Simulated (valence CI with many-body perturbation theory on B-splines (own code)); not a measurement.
# Questions on Pd³³⁺

Computed by configuration interaction combined with many-body perturbation theory (CI+MBPT): three valence electrons over a frozen Dirac-Fock core [Ne], a basis of 9 s, 9 p, 8 d, 6 f, 3 g, 1 h functions for each j, with the one-electron correlation potential Σ1 (screened to all orders), the two-electron term Σ2, the three-electron term Σ3, Breit, model QED; selected single and double excitations, second order for the rest, scaled by the run's own slope (own B-spline code, finite nucleus).

The last digits are not significant, and no measured levels were compared; by estimate large intervals hold to a few tenths of a per cent, small ones and those within an open d or f shell to about a per cent.

Levels are named by their leading jj configuration (3d3/2^4 stands for four electrons in 3d with j = 3/2), which in mixed levels can hold well under half, so a name can repeat and another be missing.

Rates and lifetimes use the calculated energies. Strong lines usually hold to 10 to 20 %, long lifetimes can be off by a factor of two.

**Question.** What is the ground level?

**Answer.** (3s^2 3p1/2) J=1/2, composition 99 % 3s2.3p 2P°, g = 0.660.

**Question.** What are the static dipole polarisabilities of the lowest levels?

**Answer.** (3s^2 3p1/2) J=1/2 0.0261; (3s^2 3p3/2) J=3/2 0.0278 (tensor 0.0027) bohr³, of which the core gives 0.000391.

**Question.** What is the ionisation energy?

**Answer.** 2035.2 eV; NIST lists 2016 ± 9 eV (semi-empirical).

**Question.** How well does LS coupling describe the low levels?

**Answer.** Among the lowest 20 levels the leading LS term, summed over configurations, holds 71 % on average. For single configurations the figures are 66 % in LS and 83 % in jj coupling. Terms mix most in the J = 3/2 level at 1682700 cm⁻¹, where the leading one holds 40 %.

**Question.** Name the longest-lived excited levels whose lifetime is computed, and their main decay.

**Answer.** (3s 3p3/2 3d5/2) J=9/2 at 2150500 cm⁻¹ lives 5.32 μs, mostly by M1 to (3s 3p1/2 3d5/2) J=7/2; (3s^2 3p3/2) J=3/2 at 313850 cm⁻¹ lives 3.59 μs, mostly by M1 to (3s^2 3p1/2) J=1/2.

**Question.** Among levels below 2353500 cm⁻¹, which E1 lines absorb most strongly from the ground level?

**Answer.** to (3s^2 3d3/2) J=3/2 at 7.570 nm, f = 0.346; to (3s 3p1/2 3p3/2) J=1/2 at 9.192 nm, f = 0.195; to (3s 3p1/2 3p3/2) J=3/2 at 9.833 nm, f = 0.101.

**Question.** Where does the other parity begin?

**Answer.** At (3s 3p1/2^2) J=1/2, 629760 cm⁻¹.
